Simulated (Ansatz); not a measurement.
System: SnF3, net charge 1, singlet state. It need not be the lowest isomer of its formula. SMILES: [F][Sn+]([F])[F]
Geometry from a B3LYP-D3(BJ)/def2-TZVP (Ansatz, a program for electronic structure) optimisation:
```
Sn
F 1 1.8515
F 1 1.8515 2 120.00
F 1 1.8515 2 120.00 3 180.00
```
Charge +1, spin multiplicity 1.

### Question
Give the harmonic wavenumbers at B3LYP-D3(BJ)/def2-TZVP (Ansatz, finite differences of forces, unscaled).

### Answer
136, 136, 148, 670, 735, 735 cm⁻¹. Zero-point energy 3.7 kcal/mol.

### Question
From these and the geometry, give the ideal-gas thermochemistry at 298.15 K and 1 atm (rigid rotor, harmonic oscillator).

### Answer
Point group D3h, rotational symmetry number 6. Rotational constants 5.173, 5.173, 2.587 GHz. S(trans) 41.40, S(rot) 22.38, S(vib) 9.30, S(elec, spin only) 0.00, S 73.1 cal/(mol K). H(298) - H(0) 3.82 kcal/mol; G - E(el) -14.3 kcal/mol.
